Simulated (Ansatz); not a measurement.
Molecule: CH₇Si₂, charge 0, multiplicity 2. It need not be the lowest isomer of its formula. 
Coordinates optimised at B3LYP-D3(BJ)/def2-TZVP (Ansatz, a first-principles code):
```
Si
H 1 1.4848
H 1 1.4848 2 107.96
C 1 1.8844 2 109.86 3 119.80
H 4 1.0910 1 110.82 2 60.65
H 4 1.0910 5 108.15 1 -121.66
H 4 1.0923 5 108.29 6 -117.14
Si 1 2.3348 2 107.70 3 -116.03
H 8 1.4871 1 114.40 2 174.81
H 8 1.4871 9 108.89 1 -129.39
```
Charge 0, spin multiplicity 2.

Parts of the frozen-core correlation energy in aug-cc-pV(D+d)Z (Ansatz, hartree). Frozen orbitals: 11; correlated occupied orbitals by spin: 10 and 9; virtual: 129 and 130. Open shells are spin-unrestricted. No spin-orbit coupling. Non-relativistic.

| term | value |
|---|---|
| reference (HF) | -619.78723 |
| MP2 opposite-spin | -0.28487 |
| MP2 same-spin | -0.06616 |
| CCSD correlation | -0.41178 |
| (T) | -0.01254 |
| T1 diagnostic | 0.014 |
| largest doubles amplitude | 0.020 |
| <S^2> of the reference | 0.759 |
